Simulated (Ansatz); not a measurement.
CH5OSb, SMILES `[CH3][SbH][OH]`, one more setting.

```yaml
crystal:
  periodic: [false, false, false]
  atoms:
    - {symbol: C, position_ang: [-0.716805, 0.886101, -0.309704]}
    - {symbol: Sb, position_ang: [0.912691, 0.033580, 0.788791]}
    - {symbol: O, position_ang: [0.358003, -1.819492, 0.378431]}
    - {symbol: H, position_ang: [-0.464659, 1.899552, -0.625771]}
    - {symbol: H, position_ang: [-1.607583, 0.913152, 0.317005]}
    - {symbol: H, position_ang: [-0.899574, 0.262285, -1.184370]}
    - {symbol: H, position_ang: [1.984782, 0.160598, -0.549638]}
    - {symbol: H, position_ang: [0.525446, -2.392976, 1.129559]}
basis:
  gaussian: {orbitals: ANO-RCC-VTZP}
hamiltonian: {xc: {name: PBEsol}, dispersion: d3bj}
```

```sh
$ ansatz run in.yaml --threads 2 --pin off --events-out ev --progress --plain --max-ram 4352MiB
```

Output, abridged:

```
Functional definition: PBEsol
1372 factors; their error is unknown
mean field evaluation 1: about -179396.7878 eV, gradient 8.9e1 eV
mean field evaluation 2: about -179269.8012 eV, gradient 2.1e2 eV
mean field evaluation 4: about -179411.5983 eV, gradient 2.3e1 eV
mean field evaluation 8: about -179412.6963 eV, gradient 3.4e-1 eV
mean field evaluation 16: about -179412.6706 eV, gradient 5.1e-4 eV
mean field -179412.67055488 eV, -6593.2940326159 hartree, gradient 3.3e-5 eV, S^2 0.000000; 0 other end points of the search recorded, 0 dependent functions left out
reference -179412.67062619 eV, -6593.2940352366 hartree; 35, 35 occupied and 163, 163 virtual orbitals, 1372 factors
Total energy: -179412.72691468 eV, -6593.2961038002 hartree
Relativity: scalar
```

Run time 6 s (2 threads of an Arm Neoverse V2 on a shared host); peak host memory 0.32 GiB.
